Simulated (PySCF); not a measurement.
Al(OH)2 (AlH₂O₂), SMILES [OH][Al+][OH], charge +1.

Geometry: B3LYP-D3(BJ)/def2-TZVP. The multiplicity is an assumed one; other spin states were not compared. The isomer is the one that the SMILES or the coordinates give; other isomers of the formula were not compared. One conformer was computed; it need not be the lowest.

Computed with TDA-LC-ωPBE/def2-SVPD run with PySCF.

Vertical excitations.  State labels are in the subgroup C2h.

Computed lowest excited states:
```json
[
 {"state": "S1", "symmetry": "Bg", "energy (eV)": "6.65", "λ (nm)": "187", "f": "0.000", "main pairs": "HOMO→LUMO 97 %"},
 {"state": "S2", "symmetry": "Ag", "energy (eV)": "6.89", "λ (nm)": "180", "f": "0.000", "main pairs": "HOMO−1→LUMO 96 %"},
 {"state": "S3", "symmetry": "Au", "energy (eV)": "7.19", "λ (nm)": "172", "f": "0.094", "main pairs": "HOMO−2→LUMO 97 %"},
 {"state": "S4", "symmetry": "Bu", "energy (eV)": "7.29", "λ (nm)": "170", "f": "0.096", "main pairs": "HOMO−3→LUMO 96 %"},
 {"state": "S5", "symmetry": "Au", "energy (eV)": "9.19", "λ (nm)": "135", "f": "0.000", "main pairs": "HOMO→LUMO+1 96 %"},
 {"state": "S6", "symmetry": "Bu", "energy (eV)": "9.45", "λ (nm)": "131", "f": "0.006", "main pairs": "HOMO−1→LUMO+1 49 %, HOMO→LUMO+2 47 %"},
 {"state": "S7", "symmetry": "Bg", "energy (eV)": "9.56", "λ (nm)": "130", "f": "0.000", "main pairs": "HOMO−2→LUMO+1 95 %"},
 {"state": "S8", "symmetry": "Au", "energy (eV)": "9.65", "λ (nm)": "128", "f": "0.010", "main pairs": "HOMO−1→LUMO+2 97 %"},
 {"state": "S9", "symmetry": "Ag", "energy (eV)": "9.72", "λ (nm)": "128", "f": "0.000", "main pairs": "HOMO−3→LUMO+1 55 %, HOMO−2→LUMO+2 42 %"},
 {"state": "S10", "symmetry": "Bg", "energy (eV)": "9.84", "λ (nm)": "126", "f": "0.000", "main pairs": "HOMO−3→LUMO+2 96 %"},
 {"state": "T1", "symmetry": "Bg", "energy (eV)": "6.22", "λ (nm)": "199", "f": "0", "main pairs": "HOMO→LUMO 95 %"},
 {"state": "T2", "symmetry": "Ag", "energy (eV)": "6.41", "λ (nm)": "194", "f": "0", "main pairs": "HOMO−1→LUMO 94 %"},
 {"state": "T3", "symmetry": "Au", "energy (eV)": "6.51", "λ (nm)": "190", "f": "0", "main pairs": "HOMO−2→LUMO 94 %"},
 {"state": "T4", "symmetry": "Bu", "energy (eV)": "6.56", "λ (nm)": "189", "f": "0", "main pairs": "HOMO−3→LUMO 94 %"}
]
```
Triplets are in the Tamm–Dancoff approximation.
